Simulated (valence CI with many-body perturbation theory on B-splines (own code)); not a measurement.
**Missing levels of Pm⁴⁷⁺**

Method: valence CI with perturbative core correlation (CI+MBPT): four valence electrons over a frozen Dirac-Fock core [Ne], radial functions for each j: 11 s, 11 p, 9 d, 7 f, 5 g, 2 h, 1 i, with the one-electron correlation potential Σ1, the two-electron term Σ2, the three-electron term Σ3, Breit, model QED; selected CI, second order for the rest (own B-spline code, finite nucleus).

No measured spectrum was set against this ion. As an estimate, large intervals hold to a few tenths of a per cent, small ones and those within an open d or f shell to about a per cent.

```tsv
Level	E (eV)
(3s^2 3p1/2^2) J=0	0.00
(3s^2 3p1/2 3p3/2) J=1	?
(3s^2 3p1/2 3p3/2) J=2	142.59
(3s 3p1/2^2 3p3/2) J=2	258.83
(3s 3p1/2^2 3p3/2) J=1	281.66
(3s^2 3p3/2^2) J=2	283.15
(3s^2 3p3/2^2) J=0	?
(3s^2 3p1/2 3d3/2) J=2	307.38
(3s^2 3p1/2 3d3/2) J=1	339.56
(3s^2 3p1/2 3d5/2) J=2	351.73
(3s^2 3p1/2 3d5/2) J=3	?
(3s 3p1/2 3p3/2^2) J=2 [a]	393.08
(3s 3p1/2 3p3/2^2) J=3	404.49
(3s 3p1/2 3p3/2^2) J=0	?
(3s 3p1/2 3p3/2^2) J=1 [a]	423.79
(3s 3p1/2 3p3/2^2) J=2 [b]	425.85
(3s 3p1/2^2 3d3/2) J=1	?
(3s 3p1/2 3p3/2^2) J=1 [b]	434.01
(3s 3p1/2^2 3d3/2) J=2	439.06
(3s^2 3p3/2 3d3/2) J=3	?
```

Levels are named by their leading jj configuration (3d3/2^4 stands for four electrons in 3d with j = 3/2), which in mixed levels can hold well under half, so a name can repeat and another be missing. Letters in brackets count levels of one name in rising energy.

Q: The levels stand in rising order. What does the calculation give for the missing energies?

A: (3s^2 3p1/2 3p3/2) J=1 135.12; (3s^2 3p3/2^2) J=0 299.29; (3s^2 3p1/2 3d5/2) J=3 353.46; (3s 3p1/2 3p3/2^2) J=0 413.59; (3s 3p1/2^2 3d3/2) J=1 433.89; (3s^2 3p3/2 3d3/2) J=3 472.30.
